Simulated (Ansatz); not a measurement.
## Molecular dynamics of C₂H₆BBrSi

Input:

```yaml
crystal:
  periodic: [false, false, false]
  atoms:
    - { symbol: C, position_ang: [-1.418291, -1.099424, 0.160482] }
    - { symbol: Si, position_ang: [0.318251, -0.44127, 0.337556] }
    - { symbol: Br, position_ang: [1.483269, -1.70459, 1.76786] }
    - { symbol: B, position_ang: [0.51327, 1.515583, 0.004932] }
    - { symbol: C, position_ang: [1.048108, 0.476535, -0.978869] }
    - { symbol: H, position_ang: [-1.928686, -1.091299, 1.134093] }
    - { symbol: H, position_ang: [-1.393238, -2.134176, -0.211914] }
    - { symbol: H, position_ang: [-1.976732, -0.472635, -0.548874] }
    - { symbol: H, position_ang: [0.004331, 2.453427, 0.546507] }
    - { symbol: H, position_ang: [1.807467, 0.544184, -1.76114] }
    - { symbol: H, position_ang: [1.607553, 1.896667, -0.430033] }
basis:
  gaussian: { orbitals: def2-SVP }
hamiltonian:
  xc: pbe0
  dispersion: d4
md:
  timestep: 0.5
  n_steps: 180
  ensemble: nve
  temperature: 100.0
  initial_velocities: maxwell_boltzmann
  seed: 7985
```

Launched with:

```bash
$ ansatz run input.yaml --threads 2 --pin off --max-ram 3072MiB --backend cpu --events-out ev --progress --plain --runs-dir out
```

It starts at the highest image of a converged band. Of that band: The profile has 2 maxima (images 2, 5) with wells between them (image 3): this band takes more than one step, which may be the mechanism or a detour left from its start path. A vibrational analysis at the climbing image gives one clearly imaginary mode, 972i cm⁻¹: a first-order saddle point.

Output, in part (step lines, the closing report, with atoms numbered from 0):

```
md step     0: t =     0.00 fs  T =   100.0 K  F+E_penalty+E_count = -80742.73657151 eV  E_kin = 0.116334 eV  conserved = -80742.62023751 eV  (27 SCF iters)
md step     1: t =     0.50 fs  T =    97.9 K  F+E_penalty+E_count = -80742.73410402 eV  E_kin = 0.113914 eV  conserved = -80742.62019052 eV  (25 SCF iters)
md step     2: t =     1.00 fs  T =    92.1 K  F+E_penalty+E_count = -80742.72724083 eV  E_kin = 0.107161 eV  conserved = -80742.62008009 eV  (25 SCF iters)
md step     3: t =     1.50 fs  T =    84.0 K  F+E_penalty+E_count = -80742.71769314 eV  E_kin = 0.097753 eV  conserved = -80742.61994009 eV  (25 SCF iters)
md step     4: t =     2.00 fs  T =    75.5 K  F+E_penalty+E_count = -80742.70765477 eV  E_kin = 0.087847 eV  conserved = -80742.61980770 eV  (26 SCF iters)
md step     5: t =     2.50 fs  T =    68.3 K  F+E_penalty+E_count = -80742.69921235 eV  E_kin = 0.079498 eV  conserved = -80742.61971440 eV  (25 SCF iters)
md step     6: t =     3.00 fs  T =    63.7 K  F+E_penalty+E_count = -80742.69384126 eV  E_kin = 0.074161 eV  conserved = -80742.61968002 eV  (25 SCF iters)
md step     7: t =     3.50 fs  T =    62.2 K  F+E_penalty+E_count = -80742.69208549 eV  E_kin = 0.072375 eV  conserved = -80742.61971016 eV  (25 SCF iters)
[... lines left out ...]
Total energy: -80743.83713530 eV, -2967.2812845837 hartree
Atom 0 at    -1.334297    -1.176776     0.351819 Å, force    -2.116939    -0.920995    -0.386032 eV/Å
Atom 1 at     0.332752    -0.565706     0.265319 Å, force     1.234046     3.052811    -0.836217 eV/Å
Atom 2 at     1.431629    -1.661852     1.748682 Å, force     1.047959    -0.719266     0.900034 eV/Å
Atom 3 at     0.788922     1.590550    -0.083644 Å, force    -1.316561     3.014431     3.387596 eV/Å
Atom 4 at     1.087212     0.572301    -0.924907 Å, force     0.800155    -4.240944    -2.836775 eV/Å
Atom 5 at    -1.671865    -1.566165     1.343093 Å, force     0.191551     0.726487    -0.384148 eV/Å
Atom 6 at    -1.525120    -2.033766    -0.331904 Å, force     0.248966     0.358322    -0.032329 eV/Å
Atom 7 at    -1.903175    -0.307953    -0.040375 Å, force    -0.420319    -0.444469     0.345130 eV/Å
Atom 8 at    -0.018758     1.062936     0.831074 Å, force    -0.136684    -0.383070     0.763547 eV/Å
Atom 9 at     1.603911     0.340170    -1.841211 Å, force     0.435277     0.223192    -0.328961 eV/Å
Atom 10 at     0.902247     2.756805     0.327851 Å, force     0.032547    -0.666499    -0.591845 eV/Å
Dipole moment:    -0.393174    -0.371908    -0.015908 e Å
```

The steps, from the saved trajectory:

| time (fs) | T (K) | potential energy less start (eV) | conserved less start (meV/atom) |
| --- | --- | --- | --- |
| 0.0 | 100 | 0.000 | 0.00 |
| 3.0 | 64 | 0.043 | 0.05 |
| 6.0 | 68 | 0.037 | 0.01 |
| 9.0 | 42 | 0.068 | 0.05 |
| 12.0 | 74 | 0.030 | 0.02 |
| 15.0 | 104 | -0.005 | 0.05 |
| 18.0 | 208 | -0.125 | 0.05 |
| 21.0 | 415 | -0.366 | 0.05 |
| 24.0 | 735 | -0.738 | 0.01 |
| 27.0 | 1027 | -1.079 | -0.05 |
| 30.0 | 1106 | -1.170 | -0.06 |
| 33.0 | 946 | -0.985 | -0.05 |
| 36.0 | 661 | -0.652 | 0.04 |
| 39.0 | 699 | -0.696 | 0.02 |
| 42.0 | 947 | -0.986 | -0.09 |
| 45.0 | 943 | -0.981 | -0.02 |
| 48.0 | 916 | -0.949 | 0.02 |
| 51.0 | 1038 | -1.092 | -0.04 |
| 54.0 | 1012 | -1.062 | -0.10 |
| 57.0 | 782 | -0.792 | 0.08 |
| 60.0 | 845 | -0.868 | -0.10 |
| 63.0 | 667 | -0.660 | 0.00 |
| 66.0 | 525 | -0.494 | 0.02 |
| 69.0 | 565 | -0.541 | 0.01 |
| 72.0 | 765 | -0.775 | -0.06 |
| 75.0 | 836 | -0.857 | -0.04 |
| 78.0 | 788 | -0.801 | 0.02 |
| 81.0 | 921 | -0.955 | -0.03 |
| 84.0 | 1034 | -1.088 | -0.06 |
| 87.0 | 1023 | -1.074 | -0.03 |
| 90.0 | 1046 | -1.101 | -0.04 |

All steps were run. The conserved energy stayed within 0.11 meV per atom of its start (net change -0.04 meV per atom), so the integration is sound. The system heated up, since it started high on the potential surface and ran downhill. A run of 0.09 ps of so small a system gives no equilibrium averages. The orbitals stay closed-shell, which can raise the energy where a bond breaks towards radicals; this wasn't checked here.

The step under study would form B4–H11 and break C5–H11. These pairs go: B4–H11 1.24 → 1.24 Å, C5–H11 1.62 → 2.53 Å. In the last frame they stand as after the step (other bonds may differ from the relaxed reactants and products). Also joined: Si2–H9 2.92 → 1.76 Å. It ends as one piece, C2H6BBrSi. Pairs count as bonded within 1.25 times the sum of covalent radii (0.12 Å more for H–H).

Last frame:

```xyz
11
Properties=species:S:1:pos:R:3
C -1.334 -1.177 0.352
Si 0.333 -0.566 0.265
Br 1.432 -1.662 1.749
B 0.789 1.591 -0.084
C 1.087 0.572 -0.925
H -1.672 -1.566 1.343
H -1.525 -2.034 -0.332
H -1.903 -0.308 -0.040
H -0.019 1.063 0.831
H 1.604 0.340 -1.841
H 0.902 2.757 0.328
```

Run time: 21 min on 2 threads of Arm Neoverse N1 (shared host), peak memory 0.33 GiB.
